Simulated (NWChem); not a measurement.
System: BHOBrF; SMILES OB(Br)F

NWChem input:

```
start job
memory heap 200 mb stack 900 mb global 1100 mb
geometry units angstroms noautoz
  B      0.033188    -0.922998     0.000000
  F     -1.107825    -1.604489     0.000000
  Br    -0.029561     1.007267     0.000000
  O      1.230716    -1.538060     0.000000
  H      1.141009    -2.505076     0.000000
end
basis spherical
  * library def2-svp
end
dft
  xc xpbe96 cpbe96
  iterations 150
  mulliken
end
task dft energy
```

Excerpt of the output:

```
             Northwest Computational Chemistry Package (NWChem) 7.3.0
             --------------------------------------------------------

 CS  symmetry detected

                             Geometry "geometry" -> ""
                             -------------------------

 Output coordinates in angstroms (scale by  1.889725989 to convert to a.u.)

  No.       Tag          Charge          X              Y              Z
 ---- ---------------- ---------- -------------- -------------- --------------
    1 B                    5.0000     0.01726938    -0.94729140     0.00000000
    2 F                    9.0000    -1.13325214    -1.61260401     0.00000000
    3 Br                  35.0000    -0.01821912     0.98366716     0.00000000
    4 O                    8.0000     1.20599368    -1.57920050     0.00000000
    5 H                    1.0000     1.10264191    -2.54485350     0.00000000

 Effective nuclear repulsion energy (a.u.)     221.7360255173

      Symmetry information
      --------------------

 Group name             Cs
 Group number              2
 Group order               2
 No. of unique centers     5

  pbe96 is a nonlocal functional; adding pw91lda local functional.

                                 NWChem DFT Module
                                 -----------------

 Summary of "ao basis" -> "ao basis" (spherical)
 ------------------------------------------------------------------------------
       Tag                 Description            Shells   Functions and Types
 ---------------- ------------------------------  ------  ---------------------
 B                          def2-svp                 6       14   3s2p1d
 F                          def2-svp                 6       14   3s2p1d
 Br                         def2-svp                12       32   5s4p3d
 O                          def2-svp                 6       14   3s2p1d
 H                          def2-svp                 3        5   2s1p

      Symmetry analysis of basis
      --------------------------

        a'         56
        a"         23

            General Information
            -------------------
          SCF calculation type: DFT
          Wavefunction type:  closed shell.
          No. of atoms     :     5
          No. of electrons :    58
           Alpha electrons :    29
            Beta electrons :    29
          Charge           :     0
          Spin multiplicity:     1
          Use of symmetry is: on ; symmetry adaption is: on
          Maximum number of iterations: 150
          AO basis - number of functions:    79
                     number of shells:    33
          Convergence on energy requested:  1.00D-06
          Convergence on density requested:  1.00D-05
          Convergence on gradient requested:  5.00D-04

              XC Information
              --------------
          PerdewBurkeErnzerhof Exchange Functional  1.000
            Perdew 1991 LDA Correlation Functional  1.000 local
           PerdewBurkeErnz. Correlation Functional  1.000 non-local

             Grid Information
             ----------------
          Grid used for XC integration:  medium
          Radial quadrature: Mura-Knowles
          Angular quadrature: Lebedev.
          Tag              B.-S. Rad. Rad. Pts. Rad. Cut. Ang. Pts.
          ---              ---------- --------- --------- ---------
          B                   0.85       49           7.0       434
          F                   0.50       49           8.0       434
          Br                  1.15      112          10.0       590
          O                   0.60       49           8.0       434
          H                   0.35       45          10.0       434
          Grid pruning is: on
          Number of quadrature shells:   304
          Spatial weights used:  Erf1

      Superposition of Atomic Density Guess
      -------------------------------------

 Sum of atomic energies:       -2771.07274743

      Non-variational initial energy
      ------------------------------

 Total energy =   -2772.193380
 1-e energy   =   -4298.248610
 2-e energy   =    1304.319204
 HOMO         =      -0.401536
 LUMO         =       0.078193

      Symmetry analysis of molecular orbitals - initial
      -------------------------------------------------

  Numbering of irreducible representations:

     1 a'          2 a"

  Orbital symmetries:

     1 a'          2 a'          3 a'          4 a'          5 a"
     6 a'          7 a'          8 a'          9 a'         10 a'
    11 a'         12 a"         13 a'         14 a'         15 a"
    16 a'         17 a"         18 a'         19 a'         20 a'
    21 a'         22 a'         23 a'         24 a"         25 a'
    26 a"         27 a'         28 a"         29 a'         30 a'
    31 a"         32 a'         33 a'         34 a'         35 a'
    36 a"         37 a'         38 a'         39 a'

     ---------------------------------------------
      Total Density - Mulliken Population Analysis
     ---------------------------------------------

    Atom       Charge   Shell Charges
 -----------   ------   -------------------------------------------------------
    1 B    5     4.17   1.99  0.72  0.08  0.99  0.20  0.19
    2 F    9     9.36   1.99  1.15  0.72  3.50  2.00  0.00
    3 Br  35    35.31   2.00  2.00  2.00  1.36  0.58  6.00  5.99  2.37  3.01  8.23  1.73  0.06
    4 O    8     8.51   1.99  1.10  0.57  3.07  1.77  0.01
    5 H    1     0.65   0.52  0.07  0.06

[...]
```

Level: PBE/def2-SVP. The geometry was optimised at B3LYP/6-31G* (spherical d).
